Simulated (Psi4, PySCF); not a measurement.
Internal rotation in SMILES CC(C)(C)C[SiH2]S (C5H14SSi). Scanned: dihedral C5–Si6–S7–H21; all other coordinates were relaxed at GFN2-xTB. Points at φ and −φ are mirror images. Heavy atoms are numbered in the order of the SMILES CC(C)(C)C[SiH2]S, hydrogens after them in the order of the atoms that carry them; the mirror image has the same energies with the sign of each dihedral reversed.

Levels: RKS-BP86/6-31G* = restricted BP86/6-31G*, spherical d, density fitting // GFN2-xTB (PySCF); PBE/def2-SVP // GFN2-xTB (Psi4); PBE-D3(BJ)/def2-SVP // GFN2-xTB (Psi4).

Energies relative to the lowest point of each profile, in kcal/mol:

| φ / ° | RKS-BP86/6-31G* | PBE/def2-SVP |
|---|---|---|
| -160 | 0.34 | 0.29 |
| -120 | 0.89 | 0.84 |
| -100 | 0.64 | 0.59 |
| -60 | 0.00 | 0.00 |
| -40 | 0.36 | 0.37 |
| 0 | 1.35 | 1.31 |
| 20 | 1.01 | 0.99 |
| 60 | 0.00 | 0.00 |
| 100 | 0.64 | 0.59 |
| 120 | 0.89 | 0.84 |
| 140 | 0.70 | 0.66 |
| 160 | 0.34 | 0.29 |

### Question
Predict the corresponding PBE-D3(BJ)/def2-SVP column.

### Answer
-160: 0.31; -120: 0.89; -100: 0.64; -60: 0.00; -40: 0.33; 0: 1.24; 20: 0.92; 60: 0.00; 100: 0.64; 120: 0.89; 140: 0.70; 160: 0.31 (kcal/mol).
